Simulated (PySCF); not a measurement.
# Rh: excitation energy

Rh [Kr] 4d8 5s1 (4F) → Rh [Kr] 4d7 5s1 5p1 (high-spin determinant), as a difference of total energies. All numbers are calculated (PySCF 2.14, a scalar-relativistic core potential, in def2-QZVPPD with the def2 core potential (28 electrons) (7s5p4d4f2g, 88 functions)). Correlated levels: valence: 4s2 4p6 frozen; valence and next inner shell: nothing frozen outside the core potential. The calculations carry no spin-orbit coupling.

```
                                method  excitation energy (eV)
                                   UHF                   2.866
                                   LDA                   5.008
                                   PBE                   4.824
                                  PBE0                   4.539
                                r2SCAN                   4.476
                               LC-wPBE                   4.310
                                 wB97X                   4.920
                                 HSE06                   4.548
                         MP2 (valence)                   4.513
                     SCS-MP2 (valence)                   4.701
    MP2 (valence and next inner shell)                   4.481
SCS-MP2 (valence and next inner shell)                   4.509
```

Q: How much does correlation contribute at MP2 (valence and next inner shell)?

A: 4.481 − (2.866) = 1.615 eV, measured against UHF.

The determinant of the upper state mixes LS terms, which raises its energy above the lowest term, most at the Hartree-Fock and MP2 levels.
